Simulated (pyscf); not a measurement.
# HO–SiH₂–Br, singlet

Gas-phase minimum from PySCF at ωB97X-D3(BJ)/def2-SVP, one conformer. 

SMILES: Br[SiH2]O
```xyz
6

O     -1.0472    -0.1608    -0.1518
Si     0.5883     0.0214     0.0150
Br     1.0753     1.9403     1.0280
H     -1.5286     0.5066    -0.6520
H      1.2876     0.0638    -1.2951
H      1.0558    -1.0914     0.8673
```

Bond lengths (Å): O1–Si2 1.654, O1–H4 0.963, Si2–Br3 2.224, Si2–H5 1.486, Si2–H6 1.478. Angles (°): Si2–O1–H4 118.1, O1–Si2–Br3 110.9, O1–Si2–H5 112.3, O1–Si2–H6 106.7, Br3–Si2–H5 105.9, Br3–Si2–H6 108.5, H5–Si2–H6 112.4.

Properties at ωB97X-D3(BJ)/def2-SVP:

```yaml
harmonic_wavenumbers_unscaled: 184, 286, 446, 603, 726, 832, 915, 926, 978, 2281, 2330, 3932 cm⁻¹
zero_point_energy: 20.6 kcal/mol
rotational_symmetry_number: 1
Entropy of this conformer at 298 K and 1 atm, rigid rotor and harmonic oscillator, modes under 100 cm⁻¹ raised to 100: 300.4 J/(mol K)
dipole_moment: 1.53 D
```

Single-point totals, which compare only within one level (frozen core for MP2 and CC):

```json
[
 {"level": "ωB97X-D3(BJ)/def2-TZVP", "total energy (hartree)": "-2940.76771"},
 {"level": "PBE/def2-TZVP", "total energy (hartree)": "-2940.18903"},
 {"level": "r²SCAN/def2-TZVP", "total energy (hartree)": "-2940.73359"},
 {"level": "B3LYP-D3(BJ)/def2-TZVP", "total energy (hartree)": "-2940.87158"},
 {"level": "PBE0-D3(BJ)/def2-TZVP", "total energy (hartree)": "-2940.31340"},
 {"level": "M06-2X/def2-TZVP", "total energy (hartree)": "-2940.79912"},
 {"level": "ωB97M-D3(BJ)/def2-TZVP", "total energy (hartree)": "-2940.87428"},
 {"level": "HF/def2-TZVPP", "total energy (hartree)": "-2938.10557"},
 {"level": "MP2/def2-TZVPP", "total energy (hartree)": "-2938.74603"},
 {"level": "CCSD/def2-TZVPP", "total energy (hartree)": "-2938.76761"},
 {"level": "CCSD(T)/def2-TZVPP", "total energy (hartree)": "-2938.79000"}
]
```

Soft torsions are taken as harmonic, which can shift the entropy by several J/(mol K). The CCSD(T) − MP2 part came from Ansatz, without density fitting, on the same reference. The frozen core leaves the outer d or s,p core shells of the metals and heavy elements correlated in the MP2 and CC values, and def2-TZVPP describes them poorly, so these totals are far from the basis limit. Elements up to Kr have no core potential and no relativistic terms here.
